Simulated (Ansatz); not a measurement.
Correlation energies of CH₅GaS, SMILES `C[S][GaH2]` by basis set

```
atom   x (Å)   y (Å)   z (Å)
  C1  -0.233  -0.189   1.354
  S2  -0.579   1.116   0.136
 Ga3   0.260   0.311  -1.713
  H4   0.385   0.226   2.150
  H5   0.286  -1.031   0.899
  H6  -1.175  -0.535   1.777
  H7   0.927  -1.101  -1.617
  H8   0.130   1.203  -2.986
```

Total charge 0; spin multiplicity 1. Correlated methods include outer-core shells of Ga, which these sets cover unevenly. Scalar relativity is left out up to krypton. Geometry: relaxed with PBE0-D4/def2-TZVP. Frozen core, restricted reference, Ansatz.

| basis | HF (Eh) | MP2 corr. |
| --- | --- | --- |
| def2-SVP | -2361.17178 | -0.49411 |
| def2-TZVPP | -2361.60448 | -0.58796 |
| def2-QZVPP | -2361.65822 | -0.86303 |

**Question.** Estimate the CCSD correlation energy and the (T) correction in each basis where they were run (hartree).

**Answer.** 
```csv
basis,CCSD corr.,(T)
def2-SVP,-0.52454,-0.01669
def2-TZVPP,-0.62099,-0.02633
def2-QZVPP,-0.87145,-0.03281
```
